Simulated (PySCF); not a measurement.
**FeCl₂⁺: fields on a plane**

Computed with UPBE0 in PySCF with Fe def2-SVP, Cl def2-SVP; no relativity; density-fitted integrals.

The sextet minimum has Fe–Cl 2.078 Å (×2); Cl–Fe–Cl 141.0°.

The plane holds Fe1 at (0.00, 0.00), Cl2 at (2.08, 0.00), Cl3 at (-1.61, 1.31) Å. Columns run from x = -3.75 to 4.35 Å, rows from y = 3.75 (top) to -1.95 Å, in steps of 0.3 Å. Other isomers or separated fragments may lie lower.

**Question.** Give the electrostatic potential (V) (cut at 20 V). Lower edges of the bins (V): '0' 2.44, '1' 2.54, '2' 2.71, '3' 2.97, '4' 3.38, '5' 4.04, '6' 5.07, '7' 6.72, '8' 9.32, '9' 13.45; top 20.0.

**Answer.** 
```
2233334444444444433333222100
2333444444444444444433322210
3344445555555555444443333221
3444555555555555554444433322
3445667776665555555544443322
4456788998766666655554444332
4456899999877666665555444333
4557999999987777666655544433
4567999999988887777766554443
4567999999999998888887765443
4556899999999999899999875544
4556789999999999999999976544
4556677889999999999999986544
4555667789999999999999986544
4555667789999999999999976544
4555667789999999999999876544
4455666788999998888887765443
4455566778889888777766655443
4455566677788877766665554443
4445556667777777666555544433
```

**Question.** Give the electron density (e/Å³) (cut at 5 e/Å³). Lower edges of the bins (e/Å³): '0' 0.000, '1' 0.030, '2' 0.076, '3' 0.151, '4' 0.268, '5' 0.455, '6' 0.750, '7' 1.218, '8' 1.960, '9' 3.136; top 5.00.

**Answer.** 
```
0000000000000000000000000000
0000000000000000000000000000
0000000000000000000000000000
0000011111000000000000000000
0000122332110000000000000000
0001235554311000000000000000
0012357776431000000000000000
0012578987532100001110000000
0013579997643211122222100000
0013579997644322234443210000
0012467877556654456766421000
0001345665689985567887531000
0001123444699997578998642000
0000012233699997578998642000
0000001123589985567887531000
0000000011356654456766421000
0000000000122322234443210000
0000000000001111122222100000
0000000000000000001110000000
0000000000000000000000000000
```

With open d or f shells other occupations or spin states may lie lower.
